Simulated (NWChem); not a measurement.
System: BF

The following NWChem deck was run.

```
start job
memory heap 200 mb stack 900 mb global 1100 mb
geometry units angstroms noautoz
  B      0.000000     0.000000    -0.815066
  F      0.000000     0.000000     0.459570
end
basis spherical
  * library def2-svp
end
dft
  xc mn15-l
  iterations 150
  mulliken
end
task dft energy
```

The geometry was optimised at PBE-D3(BJ)/def2-SVP.

Problem. What results follow from this input? (MN15-L/def2-SVP.) Quantities: energy (Ha); highest occupied level (eV); orbital gap (eV); dipole (D).

Solution. 
* **energy (Ha)**: -124.45
* **highest occupied level (eV)**: -7.05
* **orbital gap (eV)**: 5.61
* **dipole (D)**: 1.20
